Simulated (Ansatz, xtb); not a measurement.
Pulling on the Al1–H2 bond in AlH2I (SMILES [AlH2][I]) (multiplicity 1 held, fragments rigid). Energies count from the point at 1.571 Å.
Geometry at that point (charge 0, multiplicity 1):
```xyz
4

Al    -1.0295    -1.5930     0.2675
H     -0.5193    -2.6238     1.3372
H     -2.3270    -1.7805    -0.5976
I      0.3062     0.4738    -0.0796
```

Unrestricted levels (U-) break spin symmetry where that is lower. Curves can end on different states.

Programs: Ansatz (a program for electronic structure) with Gaussian orbitals; xtb for the GFN methods. Each number belongs to the level named beside it. In def2 rows elements past Kr take small-core potentials, without spin–orbit coupling. The GFN methods have no spin term and hold the electronic entropy of 300 K.

Question: One of these levels gives 333.6 kJ/mol for the energy at R = 5.026 Å. Name it.
A) U-wB97X-V/def2-TZVPP
B) U-PBE/def2-TZVPP
C) GFN2-xTB

Answer: B, U-PBE/def2-TZVPP. The others give 462.6 (GFN2-xTB), 363.5 (U-wB97X-V/def2-TZVPP)

Doubts at one or more of the structures used: a spin-contaminated determinant (U-PBE/def2-TZVPP, U-wB97X-V/def2-TZVPP).
